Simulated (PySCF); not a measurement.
Precursor series Mo F-NH2. Gas-phase values, no solvent. One relaxed conformer stands for each flexible species; it need not be the lowest.

Calculation: B3LYP-D3(BJ)/def2-TZVP // BP86-D3(BJ)/def2-SVP in PySCF 2.14.0. All candidates: neutral, multiplicity 1. B3LYP has the VWN-RPA correlation part, as in Gaussian. 

```yaml
HOMO–LUMO gap: 4.38 eV
LUMO: -3.40 eV
HOMO: -7.79 eV
```

### Question
Identify which member has these values.
(A) [Mo(F)3(NH2)3]
(B) [Mo(F)(NH2)5]
(C) [Mo(F)5(NH2)]
(D) [Mo(F)4(NH2)2]

### Answer
A, [Mo(F)3(NH2)3]. The others give [Mo(F)(NH2)5]: 3.73 eV, -2.56 eV, -6.29 eV; [Mo(F)5(NH2)]: 3.94 eV, -5.41 eV, -9.35 eV; [Mo(F)4(NH2)2]: 4.19 eV, -4.47 eV, -8.66 eV
